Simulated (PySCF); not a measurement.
GeH, SMILES [GeH] (connectivity only; charge and spin as stated), neutral, multiplicity 2. The structure is a stationary point at PBE-D3(BJ)/def2-TZVPD.

Computed with PySCF with PBE-D3(BJ)/def2-TZVPD.

Harmonic wavenumbers (cm⁻¹): 1827. Rotational constants (GHz): 194.4 (linear); symmetry number 1.

Work out the zero-point energy and the ideal-gas rigid-rotor harmonic-oscillator thermochemistry at 298.15 K and 1 atm.

ZPE = ½ Σ hcν = ½ × 1827 cm⁻¹ = 10.93 kJ/mol. H − E(el) = 19.61 kJ/mol. Entropy in J/(mol K): translation 162.36, rotation 37.12, vibration 0.01, spin 5.76, total 205.26. G − E(el) = -41.59 kJ/mol. Cp = 29.20 J/(mol K).
